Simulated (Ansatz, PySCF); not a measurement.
This Ansatz (an electronic-structure program) input computes a BLYP/def2-TZVPD energy:

Ansatz 0.2 input:
```yaml
crystal:
  periodic: [false, false, false]
  atoms:
    - {symbol: Si, position_ang: [1.64778826, -0.29726336, 0.26477498]}
    - {symbol: N, position_ang: [0.05389956, -0.14364572, -0.66535281]}
    - {symbol: Si, position_ang: [-1.44753808, 0.30410237, -0.03182546]}
    - {symbol: H, position_ang: [1.50366318, 0.96001714, 1.15446740]}
    - {symbol: H, position_ang: [1.14029667, -1.22633432, 1.38869261]}
    - {symbol: H, position_ang: [0.14674785, -0.18757065, -1.66604465]}
    - {symbol: H, position_ang: [-1.94373785, -0.61222923, 1.03759342]}
    - {symbol: H, position_ang: [-2.51181942, 0.30661257, -1.09914676]}
    - {symbol: H, position_ang: [-1.51594999, 1.66927849, 0.58061433]}
basis:
  gaussian:
    orbitals: def2-TZVPD
hamiltonian:
  xc: {name: BLYP}
total_charge: -1
output: {forces: true}
```

Q: Write an input for the same energy in PySCF and say what it gives.

A: 
```python
from pyscf import gto, scf, dft

mol = gto.M(
    atom='''
    Si    1.64778826   -0.29726336    0.26477498
    N     0.05389956   -0.14364572   -0.66535281
    Si   -1.44753808    0.30410237   -0.03182546
    H     1.50366318    0.96001714    1.15446740
    H     1.14029667   -1.22633432    1.38869261
    H     0.14674785   -0.18757065   -1.66604465
    H    -1.94373785   -0.61222923    1.03759342
    H    -2.51181942    0.30661257   -1.09914676
    H    -1.51594999    1.66927849    0.58061433
    ''',
    basis='def2-tzvpd',
    charge=-1,
    spin=0,
    verbose=4,
)

mf = dft.RKS(mol, xc='blyp').density_fit(auxbasis='def2-universal-jkfit')
mf.grids.level = 3
mf.conv_tol = 1e-9
mf.max_cycle = 100
mf.max_memory = 1500
mf.kernel()
if not mf.converged:
    mf = mf.newton()
    mf.kernel(mf.make_rdm1())
mf.analyze()
```
It gives -637.38580 Eh, and Ansatz -637.38570 Eh, a difference of 0.10 mEh, from the treatment of integrals and grids.

It need not be the lowest isomer of its formula. Whether it binds its extra electron was not tested at this geometry.
